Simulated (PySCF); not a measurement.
Input of a run (PBE0-D3(BJ)/def2-SVP geometry optimisation, gas phase (PySCF 2.14.0)), started from a GFN2-xTB structure with every atom displaced at random (by about 0.01 Å):
```
{"job": {"xc": "PBE0", "basis": "def2-SVP", "d3": "d3bj", "grid": 1, "shake": 0.01, "kind": "geom"}, "charge": 0, "multiplicity": 1}
C      1.464410     0.185050     0.621150
C      0.847440    -0.877290    -0.277560
C     -0.383380    -0.383010    -1.018230
O     -0.501310    -0.548840    -2.192020
Ge    -1.785550     0.571230     0.027920
H      2.303030    -0.167530     1.153880
H      1.770430     1.061420     0.020180
H      0.721500     0.556320     1.340400
H      1.588530    -1.233800    -0.974040
H      0.519550    -1.717060     0.351210
H     -1.450690     2.014290     0.280990
H     -3.050200     0.537160    -0.728800
H     -2.037930    -0.014810     1.384590
```

Output (energies in Eh, forces in Eh/bohr):
```
step   0  E = -2270.44689488  max force = 0.029970
step   1  E = -2270.45284575  max force = 0.008140
step   2  E = -2270.45329186  max force = 0.001661
step   3  E = -2270.45326851  max force = 0.002460
step   4  E = -2270.45333173  max force = 0.000945
step   5  E = -2270.45334786  max force = 0.000243
step   6  E = -2270.45336385  max force = 0.000396
step   7  E = -2270.45338454  max force = 0.000643
step   8  E = -2270.45341036  max force = 0.000599
step   9  E = -2270.45342917  max force = 0.000297
step  10  E = -2270.45343541  max force = 0.000211
optimisation converged
```

Problem. Summarise the run.

Solution. The energy falls by 4.1 kcal/mol over 11 energy and gradient evaluations, the largest force component goes from 0.0300 to 2.1e-04 Eh/bohr, and the atoms move by 0.135 Å rms after alignment. The bond that changes most is Ge5–H12 (ends: germanium bonded to C and 3 H; Ge–H hydrogen), which lengthens by 0.060 Å. Bonds longer at the end by more than 0.005 Å: 8 of 12; shorter: 2. Among the angles that change most is C3–Ge5–H11, from 113.0° to 108.5°. Among the dihedrals that turn most is C2–C3–Ge5–H11, from 80° to 92°. The energy rose by more than 1e-6 Eh at step 3. The first step brought 91 % of the lowering.

Problem. What are the final bond lengths?

Solution. C1–C2 1.523 Å, C2–C3 1.511 Å, C3=O4 1.205 Å, C3–Ge5 2.018 Å, C1–H6 1.099 Å, C1–H7 1.101 Å, C1–H8 1.102 Å, C2–H9 1.102 Å, C2–H10 1.106 Å, Ge5–H11 1.540 Å, Ge5–H12 1.534 Å, Ge5–H13 1.543 Å. Numbering counts from 1 in the input's order; the species is `CC[C]([GeH3])=O`.

The run used 128 basis functions and 67 SCF cycles in all. Time: 79 s of wall time; peak memory 0.55 GiB. Hardware: Arm Neoverse V1, one thread, on a shared host.

Stationary, but not proved a minimum. One conformer, not necessarily the lowest.
